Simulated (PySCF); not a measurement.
Compound: C10H7Cl.
Numbering: `[Cl:1][c:2]1[cH:3][c:4]2[cH:5][cH:6][cH:7][cH:8][cH:9][c:10]-2[cH:11]1`

Structure used (GFN2-xTB), in Å, numbered top down from 1:
```
atom  x, y, z in Å
Cl1    4.3352   -0.5034   -0.5932
C2     2.6533   -0.3079   -0.3634
C3     2.0340    0.8889   -0.0070
C4     0.6620    0.6527    0.0852
C5    -0.2975    1.5943    0.4157
C6    -1.6696    1.4296    0.5229
C7    -2.4274    0.2826    0.3292
C8    -2.0254   -0.9995   -0.0202
C9    -0.7472   -1.4724   -0.2722
C10    0.4513   -0.7805   -0.2375
C11    1.7085   -1.3228   -0.5053
H12    2.5288    1.8254    0.1648
H13    0.0820    2.5902    0.6153
H14   -2.2281    2.3166    0.7954
H15   -3.4947    0.4052    0.4727
H16   -2.8208   -1.7294   -0.1079
H17   -0.6682   -2.5222   -0.5320
H18    1.9148   -2.3410   -0.7742
```

NICS = −σ at a ghost point: NICS(0) at the centroid of the ring atoms, NICS(1) 1 Å to either side along the normal of their mean plane, zz for the tensor component along that normal. Level: GIAO PBE0/pcSseg-1 (PySCF, non-relativistic, gas phase) on the GFN2-xTB geometry, one conformer.

Ring bond lengths (Å), with Mayer bond orders in brackets: C2–C3 1.394 (1.31), C3–C4 1.395 (1.34), C4–C10 1.484 (1.06), C10–C11 1.395 (1.34), C11–C2 1.394 (1.31); C4–C5 1.384 (1.37), C5–C6 1.386 (1.45), C6–C7 1.388 (1.44), C7–C8 1.388 (1.44), C8–C9 1.386 (1.45), C9–C10 1.384 (1.37), C10–C4 1.484 (1.06).

Problem. What do the NICS probes read (ppm)?

Solution. 
```json
{"ring": "C2–C3–C4–C10–C11", "type": "5-membered carbocycle; formal bonds 4 aromatic, 1 single", "NICS(0)": "-18.0", "NICS(1), two faces": "-18.3 / -18.3", "NICS(1)zz, two faces": "-47.1 / -47.1", "rms pucker (Å)": "0.00", "centre to ring atoms, mean (Å)": "1.20"}
{"ring": "C4–C5–C6–C7–C8–C9–C10", "type": "7-membered carbocycle; formal bonds 6 aromatic, 1 single", "NICS(0)": "-5.9", "NICS(1), two faces": "-8.7 / -8.7", "NICS(1)zz, two faces": "-21.4 / -21.4", "rms pucker (Å)": "0.00", "centre to ring atoms, mean (Å)": "1.61"}
```

Problem. What do they say, and how far can they be read as aromaticity?

Solution. 
- C2–C3–C4–C10–C11: mean NICS(1)zz -47.1 ppm, shielded. For a flat ring without four-coordinate atoms the NICS criterion counts such a value as aromatic, though in fused rings the probe also feels the neighbouring ring.
- C4–C5–C6–C7–C8–C9–C10: mean NICS(1)zz -21.4 ppm, shielded. The ring is flat and has no four-coordinate atom; by the NICS criterion it is aromatic, though in fused rings the probe also feels the neighbouring ring.

Problem. How equal are the bonds by HOMA? Use HOMA with the parameters of Krygowski (1993).

Solution. 
- C2–C3–C4–C10–C11: HOMA 0.51 = 1 − EN − GEO, with mean bond length 1.412 Å, EN = α(Ropt − mean)² = 0.154 and GEO = α × variance = 0.331.
- C4–C5–C6–C7–C8–C9–C10: HOMA 0.66 = 1 − EN − GEO, with mean bond length 1.400 Å, EN = α(Ropt − mean)² = 0.039 and GEO = α × variance = 0.303.

Problem. What are the shieldings of the ring atoms and their hydrogens in the same run (means over atoms taken as equivalent)?

Solution. 
| atoms | environment | σ isotropic (ppm) | principal values of the symmetric part, first atom (ppm) |
| --- | --- | --- | --- |
| C2 | aromatic C–Cl carbon | 33.1 | -52.3, 32.3, 119.1 |
| C3 (×2) | aromatic CH carbon | 65.2 | -2.3, 58.3, 139.7 |
| C4 (×2) | substituted aromatic carbon | 43.6 | -47.0, 18.1, 159.8 |
| C5 (×2) | aromatic CH carbon | 44.4 | -56.4, 32.0, 157.5 |
| C6 (×2) | aromatic CH carbon | 57.4 | -49.9, 56.2, 166.0 |
| C7 | aromatic CH carbon | 42.7 | -73.6, 37.1, 164.7 |
| H12 (×2) | aromatic hydrogen | 24.18 | 19.0, 25.1, 28.5 |
| H13 (×2) | aromatic hydrogen | 23.15 | 17.0, 23.3, 29.1 |
| H14 (×2) | aromatic hydrogen | 24.06 | 18.7, 25.3, 28.1 |
| H15 | aromatic hydrogen | 23.61 | 18.5, 24.4, 28.0 |
